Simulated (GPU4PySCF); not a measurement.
Computed shifts of a molecule C₁₃H₁₀N₂, GPU4PySCF with PBE/pcSseg-1, GIAO, gas phase, equivalent atoms averaged, in ppm (number of nuclei): ¹³C: 149.7 (1), 142.7 (1), 142.0 (1), 136.2 (1), 134.1 (2), 130.8 (1), 127.2 (2), 127.0 (1), 126.9 (1), 126.3 (1), 111.9 (1). ¹⁵N: 294.4 (1), 208.5 (1). ¹H: 8.07 (1), 7.83 (1), 7.77 (1), 7.74 (1), 7.73 (2), 7.57 (1), 7.56 (1), 7.50 (1), 7.44 (1). References: ¹³C against TMS (σ = 182.0 ppm); ¹⁵N against NH3 (σ = 267.0 ppm); ¹H against TMS (σ = 31.49 ppm), references at their B3LYP-D3(BJ)/def2-TZVP geometries, non-relativistic (references run with PySCF on processors). Coordinates come from a r2SCAN-D4/def2-TZVP optimisation. One conformer was computed; it need not be the lowest.

Question: Pick the molecule that these values belong to.
A. C#Cc1nc(-c2ccccc2)cnc1C
B. c1ccc(-n2cnc3ccccc32)cc1
C. Cc1ccc(-c2ccc(C#N)cn2)cc1

Answer: B, c1ccc(-n2cnc3ccccc32)cc1
